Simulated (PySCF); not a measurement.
Input file for PySCF: D3(BJ) and D4 dispersion corrections on CH3F (SMILES CF).

```python
from pyscf import gto
from pyscf.dispersion import dftd3, dftd4

mol = gto.M(
    atom='''
    C     0.21351775   -0.16382201    0.47183912
    F     0.64902935   -1.24725251    1.26612368
    H    -0.54645090   -0.54101360   -0.21009106
    H    -0.19081087    0.59437511    1.13834234
    H     1.07625775    0.20849371   -0.07768059
    ''',
    basis='def2-svp',
    charge=0, spin=0, verbose=0, max_memory=1800)
d3, d4 = {}, {}
for xc in ['hf', 'pbe', 'blyp', 'revpbe', 'tpss', 'r2scan', 'b3lyp', 'pbe0', 'bhlyp', 'camb3lyp', 'b2plyp']:
    d3[xc] = float(dftd3.DFTD3Dispersion(mol, xc=xc, version='d3bj', atm=False).get_dispersion()['energy'])
    print(f'D3(BJ) {xc:10s} {d3[xc]:14.8f} Eh')
for xc in ['hf', 'pbe', 'blyp', 'revpbe', 'tpss', 'r2scan', 'b3lyp', 'pbe0', 'bhlyp', 'camb3lyp', 'b2plyp']:
    d4[xc] = float(dftd4.DFTD4Dispersion(mol, xc={'camb3lyp': 'cam-b3lyp'}.get(xc, xc), atm=True).get_dispersion()['energy'])
    print(f'D4     {xc:10s} {d4[xc]:14.8f} Eh')
```

The log:

```
D3(BJ) hf            -0.01442597 Eh
D3(BJ) pbe           -0.00129227 Eh
D3(BJ) blyp          -0.00264277 Eh
D3(BJ) revpbe        -0.00372433 Eh
D3(BJ) tpss          -0.00153650 Eh
D3(BJ) r2scan        -0.00030949 Eh
D3(BJ) b3lyp         -0.00211658 Eh
D3(BJ) pbe0          -0.00101678 Eh
D3(BJ) bhlyp         -0.00154117 Eh
D3(BJ) camb3lyp      -0.00080442 Eh
D3(BJ) b2plyp        -0.00088580 Eh
D4     hf            -0.00496370 Eh
D4     pbe           -0.00104965 Eh
D4     blyp          -0.00251018 Eh
D4     revpbe        -0.00466592 Eh
D4     tpss          -0.00143204 Eh
D4     r2scan        -0.00024747 Eh
D4     b3lyp         -0.00167710 Eh
D4     pbe0          -0.00084605 Eh
D4     bhlyp         -0.00103368 Eh
D4     camb3lyp      -0.00081700 Eh
D4     b2plyp        -0.00071934 Eh
```

The run finished.

Cost: about 0.020 core-seconds (a rough figure).
